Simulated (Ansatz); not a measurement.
Isolated molecules relaxed with PBE0-D4/def2-TZVP in Ansatz; ΔE leaves out vibrations. CBS: MP2 limit from def2 TZ/QZ plus the TZ coupled-cluster correction, frozen cores. This one scheme is used for every species. DFT in def2-TZVPP. Each species was taken in one conformer, which may not be the lowest.

Reaction (ligand exchange at the Al–C bond): `[CH3][AlH][SH]` + CH₃OH → `C[O][AlH][SH]` + CH₄

```json
{"species": "`[CH3][AlH][SH]`", "BHLYP-D4 energy (Eh)": "-681.79663"}
{"species": "CH₃OH", "BHLYP-D4 energy (Eh)": "-115.70874"}
{"species": "`C[O][AlH][SH]`", "BHLYP-D4 energy (Eh)": "-757.05782"}
{"species": "CH₄", "BHLYP-D4 energy (Eh)": "-40.50336"}
```

(1) Work out ΔE.

Largest T1 diagnostic among the species: 0.012.

Results:

(1) ΔE = (-757.05782) + (-40.50336) − (-681.79663) − (-115.70874) = -0.05581 Eh = -146.5 kJ/mol. CCSD(T)/CBS gives -137.9 kJ/mol.

From BLYP to BHLYP (50 % exact exchange), in def2-TZVPP and without D4, ΔE moves by −4.3 kJ/mol. At CCSD(T), def2-SVP lies −8.2 kJ/mol from the extrapolated value and def2-TZVPP −1.4 kJ/mol.
